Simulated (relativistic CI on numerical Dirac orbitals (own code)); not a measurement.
**Slater and spin-orbit integrals, Cd²³⁺**

Calculated at this level of theory: Dirac-Coulomb-Breit CI, KLI orbitals optimised for each configuration, model QED, unscaled Slater integrals (own radial code, finite nucleus).

Slater integrals F^k, G^k are unscaled and averaged over j, outside the closed core [Ne]; ζ comes from projecting the Hamiltonian with its Breit term on Σ l·s of the shell.

- 3s2 3p6 3d7: F^2(3d,3d) = 324820, F^4(3d,3d) = 208570, ζ(3d) = 24577 cm⁻¹; <r>(3d) = 0.3103, <r^2>(3d) = 0.1128 (bohr units).
- 3s2 3p5 3d8: ζ(3p) = 202270, F^2(3d,3d) = 323990, F^4(3d,3d) = 208010, F^2(3p,3d) = 291750, G^1(3p,3d) = 325550, G^3(3p,3d) = 212660, ζ(3d) = 24224 cm⁻¹; <r>(3p) = 0.3399, <r^2>(3p) = 0.1335, <r>(3d) = 0.311, <r^2>(3d) = 0.1133 (bohr units).
- 3s2 3p4 3d9: F^2(3p,3p) = 292230, ζ(3p) = 202130, F^2(3p,3d) = 291330, G^1(3p,3d) = 325440, G^3(3p,3d) = 212470, ζ(3d) = 23874 cm⁻¹; <r>(3p) = 0.3403, <r^2>(3p) = 0.1339, <r>(3d) = 0.3117, <r^2>(3d) = 0.1138 (bohr units).

(1) Give the Racah parameters of the d shell in 3s2 3p6 3d7.

Averages of the first 10 configurations, taken without configuration mixing, which lowers the lowest level and can move excited configurations by several eV; other configurations of the list can lie among them:

| Configuration | Parity | States | Average energy above the lowest level (eV) |
| --- | --- | --- | --- |
| 3s2 3p6 3d7 | even | 120 | 17.3 |
| 3s2 3p5 3d8 | odd | 270 | 227.5 |
| 3s2 3p4 3d9 | even | 150 | 442.1 |
| 3s 3p6 3d8 | even | 90 | 370.0 |
| 3p6 3d9 | even | 10 | 728.6 |
| 3s 3p5 3d9 | odd | 120 | 578.9 |
| 3s2 3p6 3d6 4s | even | 420 | 484.8 |
| 3s2 3p6 3d6 4p | odd | 1260 | 534.7 |
| 3s2 3p6 3d6 4d | even | 2100 | 607.5 |
| 3s2 3p4 3d8 4s | even | 1350 | 900.1 |

## Answers

(1) B = F²/49 − 5F⁴/441 = 4264 cm⁻¹ and C = 35F⁴/441 = 16553 cm⁻¹.
